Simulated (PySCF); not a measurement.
**Two-component Hartree-Fock for Ga³⁺ (gallium, charge +3)**

Start: [Ar] 3d9 4s1; 3d3/2 filled at m_j = -3/2, -1/2, +1/2, +3/2; 3d5/2 filled at m_j = -3/2, -1/2, +1/2, +3/2, +5/2; 4s1/2 filled at m_j = +1/2. Calculated with PySCF 2.14 in x2c-TZVPall-2c: generalised Hartree-Fock with the X2C-1e Hamiltonian and a Gaussian nucleus; one run each with spin-orbit coupling (SO) switched off, then screened by Boettger's factors. This is a chosen level, not necessarily the ground level.

| spinor shell | electrons | ε, spin-free (eV) | ε, screened SO (eV) | weight of nominal j (screened SO) | rms radius, screened SO (bohr) |
| --- | --- | --- | --- | --- | --- |
| 1s1/2 | 2 | -10487.2 | -10487.0 | 1.000 | 0.0560 |
| 2s1/2 | 2 | -1387.4 | -1387.4 | 1.000 | 0.235 |
| 2p1/2 | 2 | -1209.2 | -1228.5 | 0.999 | 0.209 |
| 2p3/2 | 4 | -1209.2 | -1199.8 | 1.000 | 0.212 |
| 3s1/2 | 2 | -222.66 | -222.64 | 1.000 | 0.692 |
| 3p1/2 | 2 | -166.20 | -170.20 | 0.954 | 0.719 |
| 3p3/2 | 4 | -166.20 | -164.23 | 0.977 | 0.730 |
| 3d3/2 | 4 | -75.290 | -76.132 | 0.824 | 0.829 |
| 3d5/2 | 5 | -75.290 | -74.634 | 0.859 | 0.833 |
| 4s1/2 | 1 | -43.633 | -43.633 | 1.000 | 2.09 |

```csv
quantity,spin-free,screened SO
E (hartree),-1939.51449,-1939.58439
M_J,3,3
⟨J²⟩,12.002,12.002
⟨L²⟩,6.002,6.004
⟨S²⟩,2.000,2.002
```

Each row is a mean over spinors that exchange with the open shell spreads, by up to 8.783 eV (3p3/2).

Rows whose weight is well below 1 are mixtures of j = l ± 1/2: exchange outweighs spin-orbit coupling there, and the label is only the starting occupation.

Without spin-orbit coupling the j labels of p, d and f shells carry no meaning; the spin-free column gives the mean over the occupied spinors of each nl shell.
